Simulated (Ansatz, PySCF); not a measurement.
The pair A = CH4 (SMILES C) (first 5 atoms), B = GeH4 (SMILES [GeH4]); geometry from B3LYP-D3(BJ)/def2-TZVP.
(charge 0, multiplicity 1):
```xyz
10

C      0.10154    -0.06870    -0.20314
H     -0.57459    -0.84581     0.15011
H      0.16497    -0.10927    -1.28955
H     -0.27484     0.90662     0.10206
H      1.09078    -0.22655     0.22405
Ge    -0.10153     0.06869     3.60220
H      0.50993     1.37856     3.08510
H     -0.19727     0.11972     5.13478
H      0.78696    -1.11182     3.18528
H     -1.50606    -0.11149     3.00903
```

Cores are frozen in the correlated methods. Filled d and f shells under p-block atoms count as core. Rows in 6-31G* carry no dispersion term and start afresh at each structure (6-31G* with six Cartesian d functions); the Pople sets are all-electron and without relativity.

Programs: Ansatz (Gaussian orbitals); PySCF for 6-31G* rows. Each number belongs to the level named beside it.

Total energies (hartree), monomers frozen at their geometry in the pair:

```tsv
structure	HF/6-31G*	HF/aug-cc-pVDZ	MP2/aug-cc-pVDZ
AB	-2117.5747303	-2117.8431052	-2118.1312398
A in the pair's basis	-40.1952074	-40.1998215	-40.3680052
B in the pair's basis	-2077.3804950	-2077.6442376	-2077.7623437
A	-40.1950926	-40.1996326	-40.3675086
B	-2077.3804057	-2077.6439269	-2077.7617112
```

Task: Work out the interaction energy without and with the counterpoise correction, and the superposition error, for each level.

Result: 
E(AB) − E(A) − E(B), times 627.509 kcal/mol, with the monomers in their own basis and then in the pair's basis:
- HF/6-31G*: 0.48 uncorrected, 0.61 corrected; the monomers gain 0.13 kcal/mol from borrowed functions
- HF/aug-cc-pVDZ: 0.29 uncorrected, 0.60 corrected; the monomers gain 0.31 kcal/mol from borrowed functions
- MP2/aug-cc-pVDZ: -1.27 uncorrected, -0.56 corrected; the monomers gain 0.71 kcal/mol from borrowed functions

Ansatz is a quantum-chemistry and plane-wave program.
